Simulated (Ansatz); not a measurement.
A CCSD(T) single point on `CBC[SiH2]O`.

```yaml
crystal:
  periodic: [false, false, false]
  atoms:
    - {symbol: C, position_ang: [-1.337375, 0.873703, 1.561436]}
    - {symbol: B, position_ang: [0.145636, 0.674911, 1.121992]}
    - {symbol: C, position_ang: [0.646356, -0.577591, 0.367620]}
    - {symbol: Si, position_ang: [0.491393, -0.348772, -1.479520]}
    - {symbol: O, position_ang: [1.042532, -1.747505, -2.161595]}
    - {symbol: H, position_ang: [-1.728272, 1.822061, 1.173696]}
    - {symbol: H, position_ang: [-1.372341, 0.988215, 2.652882]}
    - {symbol: H, position_ang: [-2.020105, 0.069234, 1.279459]}
    - {symbol: H, position_ang: [0.925513, 1.562958, 1.348919]}
    - {symbol: H, position_ang: [0.051485, -1.475118, 0.574219]}
    - {symbol: H, position_ang: [1.709200, -0.790579, 0.523199]}
    - {symbol: H, position_ang: [-0.926836, -0.101357, -1.864955]}
    - {symbol: H, position_ang: [1.295866, 0.813273, -1.950328]}
    - {symbol: H, position_ang: [1.063848, -1.792833, -3.118221]}
basis:
  gaussian: {orbitals: def2-TZVPP}
correlation: {method: ccsd_t}
output: {orbitals: {seedname: orbitals}}
```

```sh
$ ansatz run in.yaml --threads 4 --pin off --events-out ev --progress --plain
```

The program prints (abridged):

```
Functional definition: HF
1689 factors; integrals over basis functions are off by at most 1.1e-3 eV
mean field evaluation 1: about -12772.9323 eV, gradient 4.8e1 eV
mean field evaluation 2: about -12773.1459 eV, gradient 4.8e1 eV
mean field evaluation 4: about -12778.4037 eV, gradient 4.9e0 eV
mean field evaluation 8: about -12778.4881 eV, gradient 2.6e-1 eV
mean field -12778.48852116 eV, -469.6007915820 hartree, gradient 6.7e-6 eV, S^2 0.000000; 0 other end points of the search recorded, 0 dependent functions left out
9 core orbitals not correlated: weight in the atoms' cores, before any rotation towards them, 1.000 or more for the frozen orbitals, at most 0.000 for the correlated occupied ones
reference -12778.48852116 eV, -469.6007915820 hartree; 15, 15 occupied and 268, 268 virtual orbitals, 1689 factors
second order -22.32866475 eV of doubles, -0.00000000 eV of singles
cycle   1  -23.17066443 eV  change   -8.4e-1 eV  update   9.6e-2
cycle   2  -23.71850589 eV  change   -5.5e-1 eV  update   2.7e-2
cycle   3  -23.81785379 eV  change   -9.9e-2 eV  update   1.3e-2
cycle   4  -23.80997665 eV  change    7.9e-3 eV  update   3.1e-3
cycle   5  -23.80866345 eV  change    1.3e-3 eV  update   1.3e-3
cycle   6  -23.80870743 eV  change   -4.4e-5 eV  update   4.2e-4
cycle   7  -23.80848348 eV  change    2.2e-4 eV  update   1.6e-4
cycle   8  -23.80844811 eV  change    3.5e-5 eV  update   5.7e-5
cycle   9  -23.80846128 eV  change   -1.3e-5 eV  update   2.3e-5
perturbative correction -0.86463436 eV, -0.0317747266 hartree
Total energy: -12803.16161679 eV, -470.5075111225 hartree
```

Hardware: 4 threads of a server CPU on a shared host. Wall time 3.8 min, peak host memory 9.1 GiB.

Correlation energy per correlated electron: -0.822 eV. T1 diagnostic: 0.0108.
